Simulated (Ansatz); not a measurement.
Geometry optimisation, UKS PBE/def2-SVP in Ansatz 0.2.0.

The input (input.yaml):

```yaml
crystal:
  periodic: [false, false, false]
  atoms:
    - { symbol: Ti, position_ang: [-0.046632, -0.113271, -0.088817] }
    - { symbol: Cl, position_ang: [-0.06053, -0.085181, 2.241789] }
    - { symbol: O, position_ang: [1.616871, -0.092179, -0.698144] }
    - { symbol: H, position_ang: [2.304709, -0.780757, -0.628684] }
    - { symbol: O, position_ang: [-0.847846, 1.331967, -0.725682] }
    - { symbol: H, position_ang: [-1.774378, 1.619057, -0.616628] }
    - { symbol: Cl, position_ang: [-1.083118, -1.935069, -0.770235] }
    - { symbol: "N", position_ang: [-0.404289, 0.246242, 5.135754] }
    - { symbol: H, position_ang: [-0.220154, -0.782249, 5.079232] }
    - { symbol: H, position_ang: [0.570167, 0.60814, 5.015715] }
magnetization:
  spin_polarized: true
  initial_magnetization: 1
basis:
  gaussian: { orbitals: def2-SVP }
hamiltonian:
  xc: pbe
relax:
  f_tol: 0.03
  max_steps: 50
```

Run as:

```bash
$ ansatz run input.yaml --threads 4 --pin off --max-ram 5120MiB --backend cpu --events-out ev --progress --plain --runs-dir out
```

Q: Where does it end, and by what steps?

A: It converged. The force dipped under the threshold on the way, but the program's further checks kept it going. After 14 steps the energy has fallen by 0.102 eV; Cl2 moved furthest, 0.52 Å.

```tsv
step	energy less start (eV)	largest force component (eV/Å)	accepted
0	0.0000	1.275	yes
1	-0.0645	0.949	yes
2	-0.0642	0.953	no
3	-0.0876	0.355	yes
4	-0.0934	0.118	yes
5	-0.0960	0.079	yes
6	-0.0978	0.067	yes
7	0.0341	2.670	no
8	-0.0999	0.009	yes
9	-0.0858	0.947	no
10	-0.1006	0.055	yes
11	-0.1006	0.228	no
12	-0.1011	0.025	yes
13	-0.1015	0.014	yes
14	-0.1020	0.022	yes
```

```xyz
10
Properties=species:S:1:pos:R:3
Ti 0.048 -0.177 -0.109
Cl 0.355 -0.358 2.084
O 1.617 -0.093 -0.932
H 2.330 -0.758 -0.962
O -0.820 1.319 -0.498
H -1.731 1.587 -0.275
Cl -1.095 -1.940 -0.786
N -0.345 0.266 5.556
H -0.582 -0.586 4.994
H 0.276 0.756 4.871
```

Whether the end is a true minimum wasn't checked by a vibrational analysis.

Time of the run: 59 s on 4 threads of Arm Neoverse V1, on a shared host, peak memory 0.25 GiB.
